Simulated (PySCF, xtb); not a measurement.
KI, SMILES [K][I].

Harmonic wavenumbers (cm⁻¹) from GFN2-xTB (xtb) at its own minimum, in rising order: 172.

### Question
What does PBE-D3(BJ)/def2-TZVPD (PySCF) give at its own minimum? (Estimate from the structure and the level; the computed values follow.)

### Answer
178. Paired by order, the mean absolute difference is 6 cm⁻¹ and the zero-point energies are 0.2 and 0.3 kcal/mol.
